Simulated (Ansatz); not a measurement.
Born–Oppenheimer molecular dynamics of H2In (3 atoms, charge 0, multiplicity 2). It starts from a relaxed structure.

The calculation used Ansatz 0.2.0, UKS PBE0-D4/def2-SVP.

```yaml
ensemble: NVE (velocity Verlet)
time_step: 0.5 fs
steps_asked: 266
starting_velocities_drawn_for: 300 K
seed: 336695
```

First frame:

```xyz
3
Properties=species:S:1:pos:R:3
In 0.390 -0.431 0.152
H 0.691 1.271 0.522
H -1.092 -0.905 -0.688
```

(1) What does the run give?

(2) What happens to the structure?

(3) How do temperature and energy run in time?

## Answers

(1) All steps were run.

```yaml
steps_done: 266
time_covered: 133 fs
mean_temperature_over_the_second_half: 143 K
spread_of_the_potential_energy_over_the_second_half: 2.4 meV per atom
mean_potential_energy_of_the_second_half_above_the_start: 6.8 meV per atom
```

The conserved energy stayed within 0.05 meV per atom of its start (net change 0.029 meV per atom), so the integration is sound. The temperature averaged 0.48 of the 300 K drawn at the start: a run that starts near a minimum puts about half its kinetic energy into the potential. A run of 0.13 ps of so small a system gives no equilibrium averages.

(2) The same pairs are bonded in the first frame and the last. Pairs count as bonded within 1.25 times the sum of covalent radii (0.12 Å more for H–H). This is one draw of velocities; another would differ in detail.

(3) 
```
time (fs)  T (K)  potential energy less start (eV)  conserved less start (meV/atom)
      0.0    300                             0.000                             0.00
     11.0    189                             0.014                             0.00
     22.0    231                             0.009                             0.01
     33.0    230                             0.009                             0.01
     44.0    113                             0.024                             0.02
     55.0    218                             0.011                             0.02
     66.0     57                             0.032                             0.03
     77.0    148                             0.020                             0.03
     88.0    100                             0.026                             0.03
     99.0     72                             0.030                             0.04
    110.0    152                             0.019                             0.03
    121.0     54                             0.032                             0.03
    132.0    141                             0.021                             0.03
```

Time of the run: 4.9 min on 1 thread of Arm Neoverse V1 (shared host), peak memory 0.095 GiB.
